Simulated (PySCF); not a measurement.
Rigid-rotor lines calculated for a species of formula C2H7GeN3Si (commonest isotopes; PBE0-D3(BJ)/def2-SVP geometry optimisation, gas phase in PySCF 2.14.0), labelled J(Ka,Kc):

| transition | MHz |
| --- | --- |
| 1(1,1) ← 0(0,0) | 6750.5 |
| 2(1,2) ← 1(1,1) | 2158.7 |
| 2(1,1) ← 1(1,0) | 2240.9 |
| 2(0,2) ← 1(0,1) | 2199.6 |
| 1(0,1) ← 0(0,0) | 1099.9 |

(1) Find the rotational constants.

(2) What moments of inertia, asymmetry and inertial defect follow?

(3) Which dipole components do these lines need?

(4) Predict further lines from these constants: 2(1,2) ← 1(0,1); 2(2,1) ← 2(1,2); 2(1,1) ← 2(0,2); 2(2,0) ← 1(1,1); 1(1,0) ← 1(0,1); 2(2,1) ← 1(1,0); 2(2,0) ← 2(1,1).

(5) Which structure gave them?

Answers

(1) 1(0,1) ← 0(0,0) is B + C, 2(1,1) ← 1(1,0) is 3B + C and 2(1,2) ← 1(1,1) is B + 3C, so B − C is half the difference of the last two, 41.1 MHz. 1(1,1) ← 0(0,0) is A + C. A = 6221.1, B = 570.5, C = 529.4 MHz.

(2) I = 505379 MHz·u·Å² over each constant: Ia = 81.24, Ib = 885.86, Ic = 954.60 u·Å²; κ = (2B − A − C)/(A − C) = -0.986 (near-prolate asymmetric top); Δ = Ic − Ia − Ib = -12.49 u·Å².

(3) μa and μb (a-type: ΔKa even, ΔKc odd; b-type: both odd). The calculation gives |μa| = 3.16 D, |μb| = 3.58 D, |μc| = 0.01 D.

(4) 
| transition | MHz | type | branch |
| --- | --- | --- | --- |
| 1(1,0) ← 1(0,1) | 5692 | b | Q |
| 2(1,1) ← 2(0,2) | 5733 | b | Q |
| 2(1,2) ← 1(0,1) | 7809 | b | R |
| 2(2,0) ← 2(1,1) | 16952 | b | Q |
| 2(2,1) ← 2(1,2) | 17075 | b | Q |
| 2(2,1) ← 1(1,0) | 19193 | b | R |
| 2(2,0) ← 1(1,1) | 19234 | b | R |

(5) `[SiH3]C1=C[N]([GeH3])N=N1`. Three constants can't fix a structure by themselves; this is the one that was computed:
```
atom  x, y, z in Å
Si1    3.221    0.147    0.785
C2     1.400   -0.204    0.565
C3     0.329    0.642    0.347
N4    -0.753   -0.172    0.283
Ge5   -2.582    0.172   -0.005
N6    -0.374   -1.450    0.449
N7     0.898   -1.478    0.619
H8     3.439    1.614    0.598
H9     4.029   -0.601   -0.221
H10    3.672   -0.238    2.155
H11    0.262    1.722    0.239
H12   -2.964   -0.492   -1.329
H13   -2.671    1.702   -0.072
H14   -3.338   -0.409    1.190
```

Stationary, but not proved a minimum. These are rigid-rotor constants of the computed structure; measured ground-state constants (B0) also hold zero-point vibration. A rigid rotor knows nothing of internal rotation, which can split or shift real lines. Quadrupole hyperfine structure (14N) is left out.
